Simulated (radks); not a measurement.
Neutral manganese inside a hard spherical wall (all orbitals vanish at R), configuration held at [Ar] 3d5 4s2 and not refilled when levels cross. Method: non-relativistic Kohn-Sham, r2SCAN, spin-polarised, spherical densities, point nucleus; open shells are filled with parallel spins first; meta-GGA in the generalised Kohn-Sham scheme; computed with a radial shooting solver on a logarithmic mesh with Libxc functionals. Eigenvalues in eV for spin up, with the zero of energy where the potential of the charges vanishes at infinity; a dash marks a level that is unbound or too diffuse for the functional's potential to be trusted. A positive occupied level is held by the wall or, in an anion where self-interaction has pushed it up, behind a barrier. The pressure on the wall is -dE/dV.

| R (bohr) | E (hartree) | kinetic (hartree) | e(3s) | e(3p) | e(3d) | e(4s) | e(4p, empty) | e(5s, empty) | pressure (GPa) |
|---|---|---|---|---|---|---|---|---|---|
| free | -1150.97600 | 1150.059 | -89.313 | -58.153 | -8.972 | -5.659 | -1.279 | - | 0 |
| 15 | -1150.97600 | 1150.059 | -89.313 | -58.153 | -8.972 | -5.659 | -1.278 | 2.085 | < 0.0001 |
| 7 | -1150.96260 | 1150.146 | -88.718 | -57.558 | -8.395 | -5.159 | -0.444 | 8.027 | 0.703 |
| 6 | -1150.93577 | 1150.280 | -88.025 | -56.867 | -7.735 | -4.488 | 0.620 | 12.740 | 2.88 |
| 4 | -1150.57334 | 1151.640 | -83.472 | -52.372 | -3.439 | 1.729 | 9.301 | 44.148 | 73.8 |
| 3 | -1149.42282 | 1155.411 | -75.723 | -44.796 | 4.319 | 17.536 | 28.727 | 103.02 | 603 |
| 2.5 | -1147.51806 | 1161.487 | -67.187 | -36.321 | 13.711 | 40.516 | 54.829 | 173.27 | 2240 |
| 1.5 | -1122.11254 | 1234.383 | -1.633 | 32.685 | 90.051 | 267.82 | 285.01 | 699.68 | 78700 |
